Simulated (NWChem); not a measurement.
Two isomers of C₄H₄OS, each optimised at PBE0/def2-SVP with NWChem. Flexible species stand in one conformer each, which need not be the lowest. 

A: Oc1cccs1
B: c1cc(cs1)O

Task: Which is lower in energy, by how much, and how do their other properties compare?

Result: B is lower by 2.3 kcal/mol in electronic energy; with zero-point energies, B − A = -2.1 kcal/mol.
|  | A | B |
|---|---|---|
| highest occupied level (eV) | -6.07 | -6.20 |
| orbital gap (eV) | 6.17 | 6.00 |
| dipole (D) | 0.98 | 1.91 |
| highest harmonic frequency (cm⁻¹) | 3896 | 3905 |
| zero-point energy (kcal/mol) | 44.7 | 44.9 |
